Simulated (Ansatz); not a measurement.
Reaction (formal exchange of groups at a Ge–C bond): `N#[C][Ge]([F])([F])[C]#N` + CH₄ → `[CH3][Ge]([F])([F])[C]#N` + `C#N`

Isolated molecules relaxed with PBE0-D4/def2-TZVP in Ansatz; ΔE leaves out vibrations. CBS: MP2 limit from def2 TZ/QZ plus the TZ coupled-cluster correction, frozen cores. This one scheme is used for every species. Functionals use def2-TZVPP. For Ge outer-core shells are correlated without core-valence functions, which leaves a few kJ/mol of doubt a bond. Scalar relativity is left out up to krypton.

`N#[C][Ge]([F])([F])[C]#N`:

```xyz
7

N    -1.954   -1.989   -0.195
C    -1.291   -1.054   -0.106
Ge   -0.172    0.467    0.039
F    -0.532    1.284    1.485
F    -0.503    1.523   -1.251
C     1.670    0.027    0.021
N     2.783   -0.260    0.008
```

CH₄:

Cartesian coordinates in Å:
```
C 0.000 0.000 0.000
H -0.103 0.892 0.618
H -0.419 -0.857 0.526
H 1.055 -0.180 -0.205
H -0.533 0.145 -0.939
```

`[CH3][Ge]([F])([F])[C]#N`:

```xyz
9

C     0.898   -0.237    0.987
Ge   -0.670   -0.009   -0.083
F    -1.598   -1.451   -0.172
F    -1.727    1.173    0.575
C    -0.367    0.523   -1.900
N    -0.117    0.841   -2.978
H     1.530   -1.008    0.547
H     1.448    0.704    1.031
H     0.602   -0.535    1.992
```

`C#N`:

```xyz
3

C     0.014    0.018    0.012
N    -0.588   -0.791   -0.532
H     0.574    0.773    0.520
```

```
   level  ΔE (kJ/mol)
  B2PLYP        -15.6
PBE-QIDH        -18.3
```

Question: What does CCSD(T)/CBS give? (Best estimate.)

Answer: The calculation gave: -22.4 kJ/mol. The listed levels differ from it by 6.8, 4.1 kJ/mol.

Largest T1 diagnostic among the species: 0.014.

At CCSD(T), def2-SVP lies +14.3 kJ/mol from the extrapolated value and def2-TZVPP +7.8 kJ/mol. Leaving LDA and LC-ωPBE aside and taking each functional with its dispersion term where it has one, the values, not all of them listed here, spread over 9.4 kJ/mol, from ωB97M-V to B97M-V. LDA lies −7.0 kJ/mol from PBE without D4.
